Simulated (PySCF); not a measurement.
Molecule: furan-2-ol, C4H4O2 (charge 0, singlet). 
Structure (B3LYP-D3(BJ)/def2-TZVP (Ansatz) minimum search):
```
C
O 1 1.3411
H 2 0.9655 1 108.98
O 1 1.3517 2 116.95 3 0.00
C 1 1.3553 2 131.44 3 -180.00
H 5 1.0750 1 126.56 2 0.00
C 4 1.3834 1 106.55 2 -180.00
C 7 1.3506 4 109.43 1 0.00
H 7 1.0737 8 134.83 5 -180.00
H 8 1.0769 7 126.02 9 0.00
```

Dispersion corrections to the total energy (kcal/mol) from the dftd3 and dftd4 libraries through PySCF: D3(BJ) without and D4 with the three-body term, each with the damping fitted for the functional named.

```json
[
 {"functional": "LC-wPBE", "D3(BJ)": "-4.22", "D4": "-5.35"},
 {"functional": "revPBE", "D3(BJ)": "-12.18", "D4": "-17.17"},
 {"functional": "B2GP-PLYP", "D3(BJ)": "(withheld)", "D4": "-1.99"},
 {"functional": "BLYP", "D3(BJ)": "-9.87", "D4": "-11.03"},
 {"functional": "PW6B95", "D3(BJ)": "-2.17", "D4": "(withheld)"},
 {"functional": "BHLYP", "D3(BJ)": "-6.15", "D4": "(withheld)"},
 {"functional": "TPSSh", "D3(BJ)": "-5.29", "D4": "-5.95"}
]
```

Q: What belongs in the gaps?

A: 
- B2GP-PLYP, D3(BJ): -2.69
- PW6B95, D4: -4.31
- BHLYP, D4: -5.37
